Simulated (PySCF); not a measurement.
## Structure elucidation problem

An unknown has the formula C₆H₁₁ClOSi₂. Its calculated NMR data are:

1H NMR (500 MHz, computed): δ 5.24 (m, 1H), 2.07 (m, 1H), 2.06 (s, 1H), 1.49 (m, 1H), 1.26 (m, 1H), 1.19 (br s, 1H), 1.13 (m, 1H), 0.96 (m, 1H), 0.74 (m, 1H), 0.54 (m, 1H), 0.44 (m, 1H).

13C{1H} NMR (computed): δ 104.0 (CH), 91.0 (C), 24.2 (CH2), 20.6 (CH2), 18.9 (CH2), 12.1 (CH2).

Theoretical values (PySCF): PBE0/pcSseg-1 with gauge-including orbitals, structure optimised with GFN2-xTB. Non-relativistic, a single conformation, isolated molecule.

Scale: 1H and 13C against TMS (reference shieldings calculated alike).

Question: Propose a structure and justify it.

Answer: 
1. The formula gives 3 degrees of unsaturation (1 ring in the answer).
2. 6 carbon signals for 6 carbons: no two carbons are equivalent.
3. Carbon types of the structure: 1 × C, 1 × CH, 4 × CH2, leaving 2 H on heteroatoms.
4. δC 104.0: terminal alkyne carbon; the triple bond shields along its axis, which puts it between sp3 and sp2 carbons.
5. δC 91.0: alkyne carbon; sp carbons lie upfield of alkene carbons because the cylindrical π system leaves one tensor component strongly shielded.
6. δC 18.9: sp3 CH2 in a ring; aliphatic region, no heteroatom directly attached.
7. δC 12.1: sp3 CH2 bonded to 2 Si.
8. δH 5.24: hydrogen on a silicon bonded to 2 C, O, in a 6-membered ring.
9. δH 2.06: hydrogen on a terminal alkyne carbon; it lies on the axis of the triple bond, in its shielding cone.
10. δH 1.19: hydrogen on an oxygen bonded to Si; exchangeable; this is the value without hydrogen bonding to other molecules.

Structure: SMILES C#C[Si@@]1(Cl)CCC[Si@H](O)C1.

The shifts were computed for this structure.

Exchangeable OH/NH protons stand at their gas-phase positions; hydrogen bonding in a real sample shifts them, mostly to higher δ. Shifts are as computed. Against solution values, carbons near 30 ppm lie about +3 ppm off and those near 130 ppm about +5 ppm. Of 1211 compounds with measured shifts, 218 miss one by over three times the rms of a fit or turn the order of signals round; such compounds aren't used in these exercises. No couplings were computed; multiplicities are counted from neighbouring protons, with m where these are inequivalent, close in shift, in a saturated or five-membered ring or joined by F or P, and br s for small geminal =CH2 splittings.
